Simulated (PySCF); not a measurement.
SnF4, SMILES [F][Sn]([F])([F])[F]. Atoms are numbered in the order given.

```xyz
5

F      1.1132    -1.1132     1.1132
Sn     0.0000     0.0000     0.0000
F     -1.1132    -1.1132    -1.1132
F     -1.1132     1.1132     1.1132
F      1.1132     1.1132    -1.1132
```

Coordinates come from a PBE-D3(BJ)/def2-SVP optimisation. The isomer is the one that the SMILES or the coordinates give; other isomers of the formula were not compared. The def2 effective core potentials stand for the cores of Sn; spin–orbit coupling is left out.

All values below come from M06-2X/def2-TZVP (PySCF).

Symmetry labels are those of the subgroup D2 that the program uses (full group Td).

Question: List the valence orbital energies around the gap with their symmetry. (An estimate is asked for; the answer gives what the named calculation found.)

Answer: 
```csv
orbital,symmetry,energy (eV)
HOMO−7,A,-14.85
HOMO−6,A,-14.85
HOMO−5,B1,-14.61
HOMO−4,B2,-14.61
HOMO−3,B3,-14.61
HOMO−2,B1,-14.57
HOMO−1,B2,-14.57
HOMO,B3,-14.57
LUMO,A,-3.19
LUMO+1,B1,0.46
LUMO+2,B2,0.46
LUMO+3,B3,0.46
```
